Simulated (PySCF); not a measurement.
H3IrO3, SMILES [Ir]([OH])([OH])[OH] (connectivity only; charge and spin as stated), neutral, multiplicity 3. Atoms are numbered in the order given.

```xyz
7

Ir    -0.0791     0.0656     0.0152
O      1.5192    -0.8694    -0.3932
H      2.2523    -0.2432    -0.2478
O     -0.2782    -0.9681     1.5838
H      0.4801    -1.5451     1.7815
O     -0.6842     1.3082    -1.2685
H     -1.0963     0.9715    -2.0805
```
Charge 0, spin multiplicity 3.

The structure is a stationary point at r2SCAN-D4/def2-SVP. The multiplicity is an assumed one; other spin states were not compared. The def2 effective core potentials stand for the cores of Ir; spin–orbit coupling is left out. One conformer was computed; it need not be the lowest.

Calculation: r2SCAN-D4/def2-SVP run with PySCF 2.14.0.

Frequencies are harmonic and unscaled.

```csv
mode,ν (cm⁻¹),IR (km/mol),moving atoms (share of kinetic energy)
1,68,1.5,"O 81 %, Ir 10 %, H 9 %"
2,173,2.2,"O 71 %, Ir 18 %, H 11 %"
3,222,16.1,"O 80 %, H 12 %"
4,322,126.7,H 94 %
5,456,135.5,"H 90 %, O 10 %"
6,477,67.1,"H 87 %, O 12 %"
7,660,56.7,"O 86 %, Ir 9 %"
8,680,257.0,"O 76 %, H 18 %"
9,687,3.4,"H 51 %, O 42 %"
10,698,41.9,"O 71 %, H 28 %"
11,804,108.6,"H 88 %, O 11 %"
12,1003,66.7,H 92 %
13,3703,67.4,H 94 %
14,3735,85.9,H 94 %
15,3778,130.5,H 94 %
```
